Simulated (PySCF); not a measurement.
Level of theory: B3LYP-D3(BJ)/def2-TZVP // r2SCAN-D4/def2-SVP (PySCF). Gas-phase values, no solvent. One relaxed conformer stands for a flexible species; it need not be the lowest. B3LYP has the VWN-RPA correlation part, as in Gaussian. 

Reference species: [Ti(H)4] (neutral, multiplicity 1).

```yaml
coordination_number: 4
charge on the central atom (Mulliken): 0.61 e
charge on the central atom (meta-Löwdin): 1.02 e
HOMO–LUMO gap: 5.43 eV
```

Changed species: [Ti(OH)2(H)2] (2 of 4 OH replaced by H; the reference has 4 of 4 OH replaced by H).

### Question
Give the shifts of the coordination number, charge on the central atom (Mulliken), charge on the central atom (meta-Löwdin) and HOMO–LUMO gap.

### Answer
the coordination number is nearly the same; the charge on the central atom (Mulliken) rises by 0.53 e, to 1.14 e; the charge on the central atom (meta-Löwdin) rises by 0.15 e, to 1.17 e; the HOMO–LUMO gap goes up by 0.17 eV, to 5.60 eV.
